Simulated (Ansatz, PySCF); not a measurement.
Reaction (SMILES): N[SiH2]N[SiH3] -> [NH][SiH3] + N[SiH2] (the N-Si bond at the site shown breaks; other sites are not compared here)
Each molecule is optimised on its own at B3LYP-D3(BJ)/def2-TZVP (Ansatz, an electronic-structure program), one conformer each, not searched for the lowest. Frequencies are from Ansatz or PySCF.

Property: bond dissociation energy (enthalpy at 298 K, with B3LYP-D3(BJ) rigid-rotor harmonic-oscillator terms), in kJ/mol. Cores are frozen in the correlated levels unless marked. UHF or UKS for open shells. No spin-orbit coupling. Non-relativistic. Basis-set limits of correlation are two-point, X^-3; Hartree-Fock from the larger set. [CCSD(T)-MP2]/basis is that difference in the basis named.

RI-MP2/CBS(aug-cc-pV(T+d)Z,aug-cc-pV(Q+d)Z)+[CCSD(T)-MP2]/aug-cc-pV(T+d)Z (Ansatz) gives 480.5 kJ/mol.

Question: Another calculation gave 405.3 kJ/mol. Which level was it?
A. revPBE/def2-TZVPD (Ansatz)
B. B97M-V/def2-TZVPD (Ansatz)
C. PBE-QIDH/def2-TZVPD (Ansatz)
D. SVWN5/def2-TZVPD (Ansatz)

Answer: A, revPBE/def2-TZVPD (Ansatz). The others give 452.5 (B97M-V), 507.3 (SVWN5), 470.9 (PBE-QIDH) kJ/mol.
